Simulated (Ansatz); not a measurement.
`CN[SiH2]C=O` → `C[SiH2]C(N)=O`  (isomerisation)

Isolated molecules relaxed with PBE0-D4/def2-TZVP in Ansatz; ΔE leaves out vibrations. CBS: MP2 limit from def2 TZ/QZ plus the TZ coupled-cluster correction, frozen cores. Functionals use def2-TZVPP. B3LYP here is the variant with VWN-RPA as its local correlation; programs differ in this. One conformer a species, not always the lowest.

`CN[SiH2]C=O`:

Cartesian coordinates in Å:
```
C -0.068 -1.182 -1.317
N -0.913 -0.337 -0.495
Si -0.436 0.259 1.026
C 1.050 1.487 0.970
O 1.567 1.826 -0.068
H -0.673 -1.846 -1.942
H 0.545 -1.819 -0.674
H 0.610 -0.614 -1.963
H -1.578 0.204 -1.024
H -1.573 0.987 1.650
H 0.016 -0.857 1.903
H 1.453 1.894 1.933
```

`C[SiH2]C(N)=O`:

```xyz
12

C    -0.834   -1.003   -1.455
Si   -0.696   -0.408    0.303
C     0.595    1.018    0.343
N     1.509    1.053    1.341
O     0.547    1.867   -0.530
H    -1.665   -1.700   -1.575
H     0.085   -1.501   -1.771
H    -0.998   -0.143   -2.108
H    -0.287   -1.498    1.239
H    -1.976    0.165    0.795
H     2.173    1.811    1.375
H     1.546    0.336    2.043
```

```
             level  ΔE (kcal/mol)  difference from CCSD(T)/CBS
          B3LYP-D4          -20.1                         -1.6
           ωB97X-V          -20.0                         -1.5
           ωB97M-V          -20.2                         -1.7
            B2PLYP          -19.8                         -1.3
               PBE          -23.6                         -5.1
            r2SCAN          -23.6                         -5.1
              PBE0          -22.5                         -4.0
             B3LYP          -20.2                         -1.7
    MP2/def2-TZVPP          -19.7                         -1.2
SCS-MP2/def2-TZVPP          -17.4                          1.1
   CCSD/def2-TZVPP          -17.4                          1.1
CCSD(T)/def2-TZVPP          -18.3                          0.2
    MP2/def2-QZVPP          -19.7                         -1.2
      HF/CBS(def2)          -15.6                          2.9
     MP2/CBS(def2)          -19.9                         -1.4
    CCSD/CBS(def2)          -17.6                          0.9
       CCSD(T)/CBS          -18.5                            0
```

Largest T1 diagnostic among the species: 0.015.

From PBE to PBE0 (25 % exact exchange), in def2-TZVPP and without D4, ΔE moves by +1.1 kcal/mol. In def2-TZVPP, CCSD(T) changes the Hartree–Fock value by −2.4 kcal/mol (the triples alone add −0.9 kcal/mol) and MP2 by −3.7 kcal/mol.
